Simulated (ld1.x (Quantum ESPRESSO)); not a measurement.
Be: one change to a TM semilocal potential, before and after

Be, norm-conserving Troullier–Martins (semilocal form), made with ld1.x (Quantum ESPRESSO) 7.5 (PBE, scalar-relativistic). Core [He], reference 2s2 2p0. Waves: 2s (bound): rc 2.20 bohr; 3d channel at 0.05 Ry: rc 3.35 bohr; 2p (bound, empty): rc 4.20 bohr. Local part: the p channel. Core correction: none.

Change: local potential the d channel.

Cutoffs: the cutoffs (Ry, on a coarse ladder) from which the occupation-weighted sum of valence levels, in a spherical-Bessel basis at the reference potential, stays within 10 and 1 mRy of its value at 400 Ry; they do not see the model core or the augmentation charge, which bear on the density cutoff. Errors are all-electron minus pseudo energies relative to the spin-unpolarised reference configuration.

Task: How do hardness, ghosts and transferability respond?

Result: The potential gets neither clearly harder nor softer (8 Ry and 21 Ry → 8 Ry and 21 Ry); the errors of the 5 common tests hardly move; the range in which the s phases agree widens (upper end 0.5 → 2.2); neither file shows a bound ghost. In the semilocal form every listed channel keeps its own potential, so the choice of the local channel does not act on these tests. It acts once the file is put into the separable form. A semilocal file is local in each channel, so a ghost entry of none says nothing of the separable form that plane-wave codes build from it.

```tsv
quantity	base	changed
cutoff, loose	8 Ry	8 Ry
cutoff, tight	21 Ry	21 Ry
bound ghosts	none	none
error for 2s1 2p0, meV [ΔE 9.55 eV]	+9.2	+9.3
error for 2s1.5 2p0, meV [ΔE 3.76 eV]	+1.4	+1.4
error for 2s1 2p1, meV [ΔE 3.61 eV]	-20	-20
error for 2s0 2p2, meV [ΔE 7.25 eV]	-73	-73
error for 2s0 2p1, meV [ΔE 13.46 eV]	-194	-193
s: phases at 4.57 bohr within 0.05 rad from the reference energy up to (Ry; the scan ends near 5)	0.5	2.2
p: phases at 4.57 bohr within 0.05 rad from the reference energy up to (Ry; the scan ends near 5)	0.3	0.3
d: phases at 4.57 bohr within 0.05 rad from the reference energy up to (Ry; the scan ends near 5)	1.7	1.7
```
